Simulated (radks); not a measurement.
Initial-state core-level shifts of the iron ion Fe+ when its valence configuration changes from [Ar] 3d6 4s1. Calculated with a radial shooting solver on a logarithmic mesh with Libxc functionals: Dirac Kohn-Sham, PBE, spin-unpolarised, spherical densities, point nucleus; open shells fill j = l - 1/2 first. Shifts are changes of the shell-averaged eigenvalues in eV (positive: less bound).

[
 {"valence": "3d5 4s2", "1s": "-6.745", "2s": "-7.644", "3s": "-6.534", "3p": "-6.323"},
 {"valence": "3d5 4s1.5 4p0.5", "1s": "-7.471", "2s": "-8.342", "3s": "-7.253", "3p": "-7.039"},
 {"valence": "3d5.5 4s1 4p0.5", "1s": "-3.935", "2s": "-4.321", "3s": "-3.869", "3p": "-3.767"},
 {"valence": "3d5.5 4s1.5", "1s": "-3.200", "2s": "-3.620", "3s": "-3.139", "3p": "-3.039"},
 {"valence": "3d6 4p1", "1s": "-1.456", "2s": "-1.375", "3s": "-1.453", "3p": "-1.452"},
 {"valence": "3d7", "1s": "+5.286", "2s": "+5.954", "3s": "+5.364", "3p": "+5.203"},
 {"valence": "3d6 4s0.5 4p0.5", "1s": "-0.737", "2s": "-0.697", "3s": "-0.735", "3p": "-0.735"},
 {"valence": "3d4.5 4s2 4p0.5", "1s": "-11.329", "2s": "-12.741", "3s": "-10.856", "3p": "-10.520"},
 {"valence": "3d3 4s2 4p2", "1s": "-26.647", "2s": "-29.976", "3s": "-24.599", "3p": "-23.850"}
]
